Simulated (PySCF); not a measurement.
Method: delta-SCF UKS SCAN, pcX-2 on the ionised atom, pcseg-1 elsewhere, spin-free X2C (PySCF). Geometries: GFN2-xTB; isolated species, one conformer each. Values against the vacuum level.

(1) Rank by computed C 1s binding energy, lowest first.
A. C5 in `[CH2:1]=[CH:2]/[CH:3]=[CH:4]/[CH:5]([F:6])[F:7]`
B. C3 in `[CH3:1][C:2]1=[C:3]([F:4])[C@@:5]1([CH3:6])[F:7]`
C. C2 in `[CH2:1]=[CH:2][C:3](=[CH2:4])[CH:5]([F:6])[F:7]`
D. C3 in `[N:1]#[C:2]/[C:3]([CH:4]=[O:5])=[N:6]\[SiH3:7]`

(2) Order these sites by rising F 1s binding energy.
A. Fluorine in `C=CC(=C)C(F)F`
B. Fluorine in `C=C/C=C/C(F)F`
C. F7 in `[CH3:1][C:2]1=[C:3]([F:4])[C@@:5]1([CH3:6])[F:7]`

Results:

(1) C (291.01 eV), B (292.92 eV), D (293.80 eV), A (295.54 eV).

From the lowest up, the atoms are bonded to: C (double bond), C and H (291.01); F, C (double bond) and C (292.92); N (double bond) and 2 C (293.80); 2 F, C and H (295.54).

(2) C (691.65 eV), B (692.71 eV), A (693.22 eV).

From the lowest up, the atoms are bonded to: C (691.65); C (692.71); C (693.22).

1 of these hole states is spin-contaminated (⟨S²⟩ 0.86, against 0.75; counted from 0.85) and less certain.
